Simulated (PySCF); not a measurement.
# Dipole polarisabilities along group 15, charge +1

Calculated with PySCF 2.14 for the ground configurations, without spin-orbit coupling: coupled response for Hartree-Fock and DFT. Mean α in bohr³, C₆ of like pairs in atomic units.

| species | α UHF | α PBE | α PBE0 | C₆ UHF | C₆ PBE | C₆ PBE0 |
| --- | --- | --- | --- | --- | --- | --- |
| N+ [He] 2s2 2p2 (aug-cc-pCVTZ-DK with one added diffuse shell each of s, p, d, f type, spin-free X2C) | 3.929 | 3.915 | 3.867 | 8.254 | 8.500 | 8.322 |
| P+ [Ne] 3s2 3p2 (aug-cc-pCVTZ-DK with one added diffuse shell each of s, p, d, f type, spin-free X2C) | 14.45 | 14.41 | 14.28 | 75.06 | 74.37 | 73.63 |
| Sb+ [Kr] 4d10 5s2 5p2 (aug-cc-pwCVTZ-DK3 with one added diffuse shell each of s, p, d, f type, spin-free X2C) | 25.77 | 25.44 | 25.18 | 216.2 | 210.6 | 208.7 |
| Bi+ [Xe] 4f14 5d10 6s2 6p2 (aug-cc-pwCVTZ-DK3 with one added diffuse shell each of s, d, f type, spin-free X2C) | 27.55 | n/a | n/a | 259.2 | n/a | n/a |

The values depend on the diffuse functions of the basis.
